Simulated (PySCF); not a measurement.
Structure from NMR data

The spectra below were simulated for a compound C₆H₉F₂NO.

1H NMR (400 MHz, computed): δ 5.95 (m, 1H), 4.33 (br, 1H), 3.56 (m, 1H), 3.29 (m, 1H), 2.27 (m, 1H), 2.26 (m, 1H), 1.97 (m, 1H), 1.96 (m, 1H), 1.68 (m, 1H).

13C{1H} NMR (computed): δ 160.5 (C), 124.3 (CH), 41.6 (CH2), 40.7 (CH), 34.3 (CH2), 25.9 (CH2).

- GIAO PBE/pcSseg-1 shieldings
- coordinates at the PBE0-D3(BJ)/def2-SVP level
- code: PySCF 2.14.0 with density-fitted response routines
- no solvent model, no relativistic terms, one computed conformer

δ = σ(ref) − σ, references computed at the same level: TMS for 1H and 13C.

Problem. Propose a structure and justify it.

Solution. 
1. The formula gives 2 degrees of unsaturation (1 ring in the answer).
2. 6 carbon signals for 6 carbons: no two carbons are equivalent.
3. Carbon types of the structure: 1 × C, 2 × CH, 3 × CH2, leaving 1 H on heteroatoms.
4. δC 160.5: amide carbonyl carbon; lone-pair donation from the attached heteroatom keeps it upfield of a ketone carbonyl.
5. δC 124.3: sp3 CH bonded to 2 F; 2 electronegative neighbours deshield it.
6. δC 41.6: sp3 CH2 bonded to N; pulled downfield by the heteroatom.
7. δC 25.9: sp3 CH2 in a ring; a saturated carbon with 2 carbon neighbours and no heteroatom attached.
8. δH 5.95: hydrogen on an sp3 CH bonded to 2 F; its carbon carries F, hence the downfield position.
9. δH 3.56, 3.29: hydrogen on an sp3 CH2 bonded to N; its carbon carries N, which withdraws density.
10. δH 2.27, 2.26: hydrogen on an sp3 CH2 α to a carbonyl; α to C=O.

Structure: SMILES FC([C@H]1CC(=O)NCC1)F.

The shifts were computed for this structure.

The OH or NH signal is concentration- and solvent-dependent in practice; the value given is the gas-phase one. Amide-type NH protons are broadened by 14N but still split neighbouring CH signals. Splittings by 19F in the carbon and heteronuclear signals aren't shown, as no couplings were computed. Shifts are as computed. Against solution values, carbons near 30 ppm lie about +2 ppm off and those near 130 ppm about +2 ppm. Of 1211 compounds with measured shifts, 218 miss one by over three times the rms of a fit or turn the order of signals round; such compounds aren't used in these exercises. Hydrogen bonding in solution deshields acid and N–H amide carbonyl carbons by as much as 10 ppm beyond these values. Multiplicities follow the n + 1 count of equivalent neighbours, as no J values were calculated; m marks all less simple cases, F and P coupling included.
